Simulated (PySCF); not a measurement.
# Exact simulation of a proton spin system

Molecule: SMILES C=C(F)B(O)O, C2H4BFO2.

Molfile (atoms numbered from 1):
```
C2H4BFO2
     RDKit          3D

 10  9  0  0  0  0  0  0  0  0999 V2000
    1.6642    0.3483   -0.6800 C   0  0  0  0  0  0  0  0  0  0  0  0
    0.6321    0.6786    0.0988 C   0  0  0  0  0  0  0  0  0  0  0  0
    0.6781    1.8112    0.8175 F   0  0  0  0  0  0  0  0  0  0  0  0
   -0.6818   -0.1710    0.2618 B   0  0  0  0  0  0  0  0  0  0  0  0
   -0.7748   -1.3152   -0.4723 O   0  0  0  0  0  0  0  0  0  0  0  0
   -1.6276    0.2889    1.1199 O   0  0  0  0  0  0  0  0  0  0  0  0
    1.6169   -0.5732   -1.2614 H   0  0  0  0  0  0  0  0  0  0  0  0
    2.5533    0.9804   -0.7482 H   0  0  0  0  0  0  0  0  0  0  0  0
   -1.5886   -1.8140   -0.3625 H   0  0  0  0  0  0  0  0  0  0  0  0
   -2.4157   -0.2555    1.2007 H   0  0  0  0  0  0  0  0  0  0  0  0
  1  2  2  0
  2  3  1  0
  2  4  1  0
  4  5  1  0
  4  6  1  0
  1  7  1  0
  1  8  1  0
  5  9  1  0
  6 10  1  0
M  END
```

Theoretical values (PySCF 2.14): geometry from PBE0-D3(BJ)/def2-SVP, NMR shieldings at PBE0/pcSseg-1/GIAO, spin–spin couplings from B3LYP/pcJ-1 (spin–dipole term only in couplings to heteroatoms). No relativistic terms, one averaged value for each set of equivalent atoms, single conformer, isolated molecule.

Shifts are taken against calculated references (same method and geometry level): $^{1}$H (σref 31.27) against TMS.

Shifts (ppm): F3 -105.1, H7 5.64, H8 5.54.
Couplings (Hz): F3–H7: 46.5; F3–H8: 20.2; H7–H8: -0.6.

The 3-spin Hamiltonian (Zeeman plus full scalar coupling among like nuclei) was diagonalised exactly; lines are Lorentzian, 0.5 Hz wide, and the maxima above 3 % are listed with the tallest set to 100.

(1) Give the $^{1}$H peak list of this spin system at 250 MHz.

(2) And at 600 MHz?

Answers

(1) 
Hz from δ = 0 (height): 1433.6 (95), 1433.0 (97), 1395.4 (98), 1394.8 (95), 1387.1 (93), 1386.5 (100), 1375.2 (100), 1374.6 (93)

(2) 
| Hz | ppm | height |
| --- | --- | --- |
| 3407.6 | 5.679 | 99 |
| 3407.0 | 5.678 | 99 |
| 3361.1 | 5.602 | 98 |
| 3360.5 | 5.601 | 100 |
| 3334.4 | 5.557 | 100 |
| 3333.8 | 5.556 | 98 |
| 3314.2 | 5.524 | 100 |
| 3313.6 | 5.523 | 98 |

Exchangeable OH/NH protons stand at their gas-phase positions; hydrogen bonding in a real sample shifts them, mostly to higher δ.
